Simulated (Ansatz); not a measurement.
CH$_{8}$F$_{2}$N$_{2}$Si$_{2}$, singlet, at a GFN2-xTB geometry, with bond 11-5 at 1.8 times its length; CASSCF(4,5)/STO-3G in Ansatz (a program for electronic structure).

Here is a job for Ansatz.
Ansatz 0.2 input:
```yaml
crystal:
  periodic: [false, false, false]
  atoms:
    - {symbol: Si, position_ang: [1.23829381, -0.79595173, 0.03433322]}
    - {symbol: F, position_ang: [0.97064801, -1.36461725, 1.49867624]}
    - {symbol: F, position_ang: [2.57596438, 0.06350826, 0.23467499]}
    - {symbol: N, position_ang: [-0.07126454, 0.18204842, -0.45649703]}
    - {symbol: C, position_ang: [0.11207445, 0.98084993, -1.65941311]}
    - {symbol: Si, position_ang: [-1.53083382, 0.47846065, 0.48554276]}
    - {symbol: N, position_ang: [-2.92843591, 0.68652007, -0.49232345]}
    - {symbol: H, position_ang: [1.56468327, -1.88725968, -0.85246347]}
    - {symbol: H, position_ang: [0.80640336, 0.49505718, -2.34314007]}
    - {symbol: H, position_ang: [0.50914659, 1.96989792, -1.41800050]}
    - {symbol: H, position_ang: [-1.60694684, 1.20905964, -2.57553841]}
    - {symbol: H, position_ang: [-1.39125110, 1.74056634, 1.21342483]}
    - {symbol: H, position_ang: [-1.74345259, -0.72372919, 1.27475395]}
    - {symbol: H, position_ang: [-3.11674634, 1.56468083, -0.94419338]}
    - {symbol: H, position_ang: [-3.28434043, -0.07706922, -1.04221266]}
basis:
  gaussian:
    orbitals: STO-3G
hamiltonian:
  xc: hf
magnetization: {spin_polarized: false}
correlation: {active_space: {window: {electrons: 4, orbitals: 5}}}
```

Q: What does Ansatz print? Leave out banner, timings and long lists.

A: 
```
Functional definition: HF
660 factors; integrals over basis functions are off by at most 4.2e-5 eV
mean field evaluation 1: about -24940.7680 eV, gradient 3.2e1 eV
mean field evaluation 2: about -24940.9650 eV, gradient 3.2e1 eV
mean field evaluation 4: about -24945.2362 eV, gradient 3.0e0 eV
mean field evaluation 8: about -24945.2814 eV, gradient 4.5e-4 eV
mean field -24945.28140486 eV, -916.7221831094 hartree, gradient 1.9e-6 eV, S^2 0.000000; 0 other end points of the search recorded, 0 dependent functions left out
reference -24945.28140486 eV, -916.7221831094 hartree; 37, 37 occupied and 14, 14 virtual orbitals, 660 factors
state -24948.02336220 eV, -916.8229481833 hartree
2 active orbitals were swapped for others, from the solution at -24947.93382323 eV, -916.8196576870 hartree to that at -24948.02336220 eV, -916.8229481833 hartree; typed "places" are swapped only where nearly empty or full, and so, without "given_window_search", are "orbital_numbers", "shells" and a window whose orbitals a file names under [Active]
Total energy: -24948.02336220 eV, -916.8229481833 hartree
```
